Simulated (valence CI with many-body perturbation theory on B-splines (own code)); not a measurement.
## Energy levels of Ti⁸⁺

Level of theory: configuration interaction combined with many-body perturbation theory (CI+MBPT): four valence electrons over a frozen Dirac-Fock core [Ne], radial functions for each j: 11 s, 11 p, 10 d, 8 f, 5 g, 2 h, with the one-electron correlation potential Σ1, the two-electron term Σ2, the three-electron term Σ3, Breit, model QED; selected CI, second order for the rest, scaled by the run's own slope (own B-spline code, finite nucleus).

No measured levels were compared; by estimate levels of excited configurations hold to 0.05 to 0.15 % of their energy, terms of the ground configuration to about 0.5 %. Among the levels kept, up to 650 cm⁻¹ of a level comes from second order outside the variational space, and about a tenth of that is noise between levels of different J, which matters for small intervals.

Levels 46 to 90 of 178, with energies above the lowest level, 3s2 3p2 3P_0. "Leading %" is the weight of the configuration and term that name the level; weights of strongly mixed levels are sums over their largest components and can fall short. Lifetimes count E1, E2, E3, M1 and M2 decay at the calculated energies, and are blank where another channel may lead or the interval is too uncertain; long ones can be off by a factor of two.

| No. | Configuration | Term | J | E (eV) | Leading % | g | Lifetime |
| --- | --- | --- | --- | --- | --- | --- | --- |
| 46 | 3s 3p2 3d | 5P | 3 | 62.266 | 98 | 1.666 | 25.2 ps |
| 47 | 3s 3p2 3d | 5P | 2 | 62.458 | 98 | 1.832 | 25.0 ps |
| 48 | 3s 3p2 3d | 5P | 1 | 62.579 | 98 | 2.499 | 24.7 ps |
| 49 | 3s 3p2 3d | 3P | 2 | 64.042 | 69 | 1.499 | 37.9 ps |
| 50 | 3s 3p2 3d | 3P | 1 | 64.498 | 69 | 1.498 | 37.5 ps |
| 51 | 3s 3p2 3d | 3P | 0 | 64.770 | 68 |  | 37.5 ps |
| 52 | 3s 3p2 3d | 3G | 3 | 66.386 | 97 | 0.751 | 240 ps |
| 53 | 3s 3p2 3d | 3G | 4 | 66.447 | 97 | 1.050 | 250 ps |
| 54 | 3s 3p2 3d | 3G | 5 | 66.524 | 97 | 1.200 | 264 ps |
| 55 | 3s 3p2 3d | 3D | 1 | 67.558 | 97 | 0.505 | 36.5 ps |
| 56 | 3s 3p2 3d | 3D | 2 | 67.598 | 96 | 1.167 | 35.8 ps |
| 57 | 3s 3p2 3d | 3D | 3 | 67.640 | 94 | 1.321 | 35.3 ps |
| 58 | 3s 3p2 3d | 1G | 4 | 68.029 | 81 | 1.003 | 1.79 ns |
| 59 | 3s 3p2 3d | 1F | 3 | 68.535 | 91 | 1.014 | 77.9 ps |
| 60 | 3s 3p2 3d | 3F | 2 | 70.111 | 85 | 0.700 | 29.9 ps |
| 61 | 3s 3p2 3d | 3F | 3 | 70.370 | 82 | 1.108 | 29.0 ps |
| 62 | 3s 3p2 3d | 3D | 1 | 70.603 | 95 | 0.516 | 44.4 ps |
| 63 | 3s 3p2 3d | 3D | 2 | 70.732 | 91 | 1.137 | 45.9 ps |
| 64 | 3s 3p2 3d | 3F | 4 | 70.750 | 89 | 1.246 | 27.1 ps |
| 65 | 3s 3p2 3d | 3D | 3 | 70.959 | 88 | 1.307 | 50.3 ps |
| 66 | 3s 3p2 3d | 1P | 1 | 70.966 | 91 | 0.980 | 33.4 ps |
| 67 | 3s 3p2 3d | 3P | 0 | 71.330 | 77 |  | 30.4 ps |
| 68 | 3s 3p2 3d | 3P | 1 | 71.427 | 76 | 1.499 | 30.5 ps |
| 69 | 3s 3p2 3d | 3P | 2 | 71.614 | 73 | 1.497 | 30.4 ps |
| 70 | 3s 3p2 3d | 3S | 1 | 72.693 | 96 | 1.990 | 30.6 ps |
| 71 | 3s 3p2 3d | 3D | 1 | 73.166 | 94 | 0.513 | 36.7 ps |
| 72 | 3s 3p2 3d | 3D | 2 | 73.303 | 93 | 1.159 | 37.2 ps |
| 73 | 3s 3p2 3d | 3D | 3 | 73.685 | 91 | 1.319 | 35.2 ps |
| 74 | 3s 3p2 3d | 3F | 2 | 74.110 | 87 | 0.679 | 24.6 ps |
| 75 | 3s 3p2 3d | 3F | 3 | 74.234 | 84 | 1.101 | 25.8 ps |
| 76 | 3s 3p2 3d | 3F | 4 | 74.369 | 91 | 1.250 | 26.4 ps |
| 77 | 3s 3p2 3d | 1D | 2 | 74.863 | 57 | 1.001 | 35.9 ps |
| 78 | 3s 3p2 3d | 3D | 3 | 76.988 | 94 | 1.329 | 21.4 ps |
| 79 | 3s 3p2 3d | 3D | 2 | 77.214 | 95 | 1.161 | 21.3 ps |
| 80 | 3s 3p2 3d | 3D | 1 | 77.369 | 96 | 0.499 | 21.3 ps |
| 81 | 3s 3p2 3d | 1D | 2 | 77.684 | 66 | 1.002 | 29.4 ps |
| 82 | 3s 3p2 3d | 1S | 0 | 78.869 | 47 |  | 20.6 ps |
| 83 | 3s 3p2 3d | 1P | 1 | 80.105 | 87 | 1.053 | 17.8 ps |
| 84 | 3s 3p2 3d | 3P | 2 | 80.686 | 83 | 1.496 | 12.6 ps |
| 85 | 3s 3p2 3d | 3P | 1 | 81.008 | 75 | 1.445 | 12.9 ps |
| 86 | 3s 3p2 3d | 3P | 0 | 81.080 | 81 |  | 12.5 ps |
| 87 | 3s 3p2 3d | 1F | 3 | 83.013 | 94 | 1.000 | 13.2 ps |
| 88 | 3s2 3d2 | 3F | 2 | 85.278 | 73 | 0.682 | 17.0 ps |
| 89 | 3s2 3d2 | 3F | 3 | 85.331 | 77 | 1.083 | 17.6 ps |
| 90 | 3s2 3d2 | 3F | 4 | 85.366 | 77 | 1.250 | 17.9 ps |

Names give the largest LS component (configuration and term), which can be under half, so a name can repeat, a term be missing and a line seem to break the LS rules; names also repeat where a configuration has a term twice.
